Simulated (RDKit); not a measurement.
Input file for RDKit: MMFF94 on CH4 (SMILES C).

```python
from rdkit import Chem
from rdkit.Chem import AllChem, rdDetermineBonds

blocks = [
'''5

C     0.00000000   -0.00000000   -0.00000000
H     0.63465846    0.63465846    0.63465846
H    -0.63465846   -0.63465846    0.63465846
H     0.63465846   -0.63465846   -0.63465846
H    -0.63465846    0.63465846   -0.63465846
''',
]
mol = None
for b in blocks:
    f = Chem.MolFromXYZBlock(b)
    rdDetermineBonds.DetermineBonds(f, charge=0)
    mol = f if mol is None else Chem.CombineMols(mol, f)
Chem.SanitizeMol(mol)
print(Chem.MolToSmiles(Chem.RemoveHs(mol)))
ff = AllChem.MMFFGetMoleculeForceField(mol, AllChem.MMFFGetMoleculeProperties(mol), nonBondedThresh=100.0, ignoreInterfragInteractions=False)
e = ff.CalcEnergy()
print(f'MMFF94 energy {e:.6f} kcal/mol')
```

Program output:

```
C
MMFF94 energy 0.094159 kcal/mol
```

The run finished.

Cost: around 0.020 core-seconds (rough).
